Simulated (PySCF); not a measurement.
Isomers C$_{3}$H$_{8}$BN:

A. `InChI=1S/C3H8BN/c1-2-3-5-4/h2H2,1,4H3`
B. `BNC1CC1`
C. `BNCC=C`

Spectrum 1. 1H NMR (500 MHz, computed): δ 6.13 (ddt, J = 18.3, 11.8, 3.7 Hz, 1H), 5.62 (dtd, J = 18.3, 3.3, 1.9 Hz, 1H), 5.52 (dtd, J = 11.8, 3.3, 1.9 Hz, 1H), 4.78 (br, 2H), 4.44 (br s, 1H), 3.86 (q, J = 3.4 Hz, 2H). 13C{1H} NMR (computed): δ 147.1 (CH), 120.2 (CH2), 55.2 (CH2).

Spectrum 2. 1H NMR (500 MHz, computed): δ 4.78 (br, 2H), 3.75 (br s, 1H), 2.66 (tt, J = 8.8, 4.7 Hz, 1H), 0.75 (m, 2H), 0.28 (m, 2H). 13C{1H} NMR (computed): δ 34.8 (CH), 9.3 (CH2).

Spectrum 3. 1H NMR (500 MHz, computed): δ 2.39 (qq, J = 8.7, 5.5 Hz, 2H), 2.13 (br, 3H), 1.32 (t, J = 8.7 Hz, 3H). 13C{1H} NMR (computed): δ 117.1 (C), 13.0 (CH2), 11.4 (CH3).

Calculated, not measured (PySCF 2.14.0 with density-fitted response routines): geometry from PBE0-D3(BJ)/def2-SVP, PBE0/pcSseg-1 with gauge-including orbitals, B3LYP/pcJ-1 coupling constants (spin–dipole term left out of most H,H and C,H couplings). A single conformation, non-relativistic Hamiltonian, one averaged value for each set of equivalent atoms, in vacuum.

δ = σ(ref) − σ, references computed at the same level: 1H (σ = 31.27 ppm) and 13C (σ = 184.41 ppm) against TMS. Multiplet labels drop J under 1 Hz and among equivalent protons, and merge close values. Unscaled 3J(H,H) run several per cent high. Couplings to H on boron are left out. Carbons bonded to boron are broad in practice. Shifts are as computed. Against solution values, carbons near 30 ppm lie about +2 ppm off and those near 130 ppm about +5 ppm. Of 1313 compounds with measured shifts, 239 miss one by over three times the rms of a fit or turn the order of signals round; such compounds aren't used in these exercises. OH and NH positions are gas-phase values without hydrogen bonding to other molecules.

Which spectrum belongs to which compound?

## Answers

1–C, 2–B, 3–A.

- Spectrum 1 (C): 3 13C signals; δC 147.1 is an alkene CH; δC 120.2 is a terminal =CH2 carbon.
- Spectrum 2 (B): 2 13C signals; δC 34.8 is a three-membered-ring carbon; δC 9.3 is a three-membered-ring carbon.
- Spectrum 3 (A): 3 13C signals; δC 13.0 is an sp3 CH2 α to a nitrile; δC 11.4 is a methyl carbon.
